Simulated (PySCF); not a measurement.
**Vibration and rotation of CaF⁺**

RHF-CCSD(T) constants of CaF⁺, ¹Σ⁺ (singlet), closed shell (basis Ca pcseg-1, F pcseg-1; no relativity; PySCF 2.14; masses 39.9626 and 18.9984 u):

```
ωe              : 688.3 cm⁻¹
ωexe            : 2.87 cm⁻¹
Be              : 0.35478 cm⁻¹
αe              : 0.00204 cm⁻¹
D (centrifugal) : 3.77e-07 cm⁻¹
De to Ca⁺ + F   : 5.18 eV
```

(1) Give the vibrational terms G(v) and spacings up to v = 6.

(2) How well does the Morse estimate ωe²/(4ωexe) reproduce De, and what is D0?

Correlated steps freeze 6 core orbitals. Correlated levels converge slowly with the basis: in double zeta they bind strong bonds too weakly, by up to about 1 eV, and carry superposition errors of some tenths. For an ion De counts to the pair picked by the measured ionisation energies or electron affinities, which need not be the lowest pair at this level. Where the molecule has an RHF reference, its open-shell atoms are computed with UHF.

## Answers

(1) G(v) = ωe(v+½) − ωexe(v+½)².

```
v  G(v) (cm⁻¹)  G(v) − G(v−1)  Bv (cm⁻¹)
0          343                    0.3538
1         1026            683     0.3517
2         1703            677     0.3497
3         2374            671     0.3476
4         3039            665     0.3456
5         3699            660     0.3436
6         4353            654     0.3415
```

(2) It gives 5.12 eV, 99 % of the computed De. D0 = De − G(0) = 5.18 − 0.04 = 5.14 eV.
